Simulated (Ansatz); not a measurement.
Pb2O4⁺. Total charge 1; doublet. Geometry PBE-D4/def2-SVP, that of the neutral singlet; atoms count from 1.

```xyz
6

Pb    0.171   -1.002    1.467
Pb   -0.377    1.864   -0.380
O     0.096   -0.433   -1.353
O    -1.199   -0.318   -0.530
O     0.354    1.151    1.467
O     0.956   -1.262   -0.671
```

In the def2 sets Pb takes a core potential; there is no spin–orbit coupling. The structure holds 2 bonds between oxygen atoms, so isomers without such links may lie far lower. The structure comes from a short search, and lower isomers may exist.

Estimate the Mulliken populations from the PBE0/def2-TZVP orbitals of Ansatz.


```tsv
atom	charge (e)	spin (α − β)
Pb1	1.03	0.00
Pb2	1.04	0.00
O3	0.10	0.35
O4	-0.34	0.10
O5	-0.70	0.04
O6	-0.12	0.51
```
Mulliken values and Mayer orders depend strongly on the basis.

Where does the spin sit?

Summed by element: Pb 0.00, O 1.00, of 1 unpaired in all. Largest on single atoms: O6 0.51, O3 0.35, O4 0.10.

And the Mayer bond orders between bonded heavy atoms (over 0.3)?

Pb1–O5 0.90 (2.16 Å); Pb1–O6 0.32 (2.29 Å); Pb2–O4 0.34 (2.34 Å); Pb2–O5 1.01 (2.11 Å); O3–O4 0.90 (1.54 Å); O3–O6 1.25 (1.38 Å).
